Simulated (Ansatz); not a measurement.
## From Ge(NH2)4 to GeF4: predicting a member

On one Ge centre, n of the NH2 ligands are replaced by F. The HOMO–LUMO gap y in eV at wB97M-V/def2-TZVPP. Shapes, held fixed at every level: PBE0-D4/def2-TZVP. Flexible molecules stand in one conformer, not always the lowest. Programs: Ansatz 0.2.0.

```
  molecule  n  y (eV)
  Ge(NH2)4  0   11.16
Ge(NH2)2F2  2   12.30
 Ge(NH2)F3  3       ?
      GeF4  4   15.69
```

Task: Fit y = c + s·n to the known rows and predict Ge(NH2)F3.

Result: 
1. Means of the 3 rows: n = 2.00000, y = 13.050.
2. Σ(Δn)² = 8, Σ(Δn·Δy) = 9.06, so the slope is 9.06/8 = 1.1325.
3. Intercept: 13.050 − (1.1325) × 2.00000 = 10.785. The largest residual of the fit is 0.75.
4. Ge(NH2)F3: 10.785 + (1.1325) × 3 = 14.18 eV.

The run gave 12.61 eV, so the prediction is off by +1.57 eV, more than the scatter of the fit. The steps per swap are uneven (+0.57, +0.31, +3.08), so a line is a poor model. Other levels give for Ge(NH2)F3: SPW92/def2-TZVPP 5.57; PBE0-D4/def2-TZVPP 8.35; wB97X-V/def2-TZVPP 13.04 eV. Orbital gaps aren't excitation energies, and the LUMO depends on the basis. The series runs otherwise at PBE-D4/def2-TZVPP, SPW92/def2-TZVPP, r2SCAN-D4/def2-TZVPP. Relativity is left out for Ge unless named.
